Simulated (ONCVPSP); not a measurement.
Configuration tests for Nb (Z = 41) (ONCV)

niobium, optimised norm-conserving Vanderbilt (ONCV), made with ONCVPSP 4.0.1 (PW91, scalar-relativistic). Core [Ar] 3d10, reference 4s2 4p6 4d4 5p1. Waves: 4s: rc 1.25 bohr, ncon 3, nbas 6, qcut 6.8 1/bohr, 2 projectors, debl 3.9 Ha; 4p+5p: rc 2.20 bohr, ncon 3, nbas 6, qcut 6.1 1/bohr, 2 projectors; 4d: rc 2.60 bohr, ncon 4, nbas 9, qcut 5.6 1/bohr, 2 projectors, debl 1.9 Ha. Local part: polynomial inside 0.90 bohr (lpopt 3, dvloc0 0 Ha). Core correction: Teter function, fcfact 3.75, rcfact 1.8.

Energies are relative to the spin-unpolarised reference configuration 4s2 4p6 4d4 5p1; without spin polarisation the order of configurations can differ from experiment.

```tsv
valence configuration	charge	ΔE all-electron (eV)	error AE − PS (meV)
4s2 4p6 4d4 5s1 5p0	0	-2.978	+1.0
4s2 4p6 4d4 5p0	+1	3.708	-0.6
4s2 4p6 4d4.5 5s0.5 5p0	0	-2.418	-0.3
```

**Question.** What are ΔE and the potential's error for 4s2 4p6 4d3 5p0?

**Answer.** ΔE = 17.803 eV all-electron; the error (AE − PS) is +3.6 meV.

Levels in the configuration 4s2 4p6 4d4 5p0:

```csv
level,all-electron (eV),pseudo (eV)
4s,-64.879,-64.894
4p,-41.032,-41.043
4d,-9.360,-9.363
```
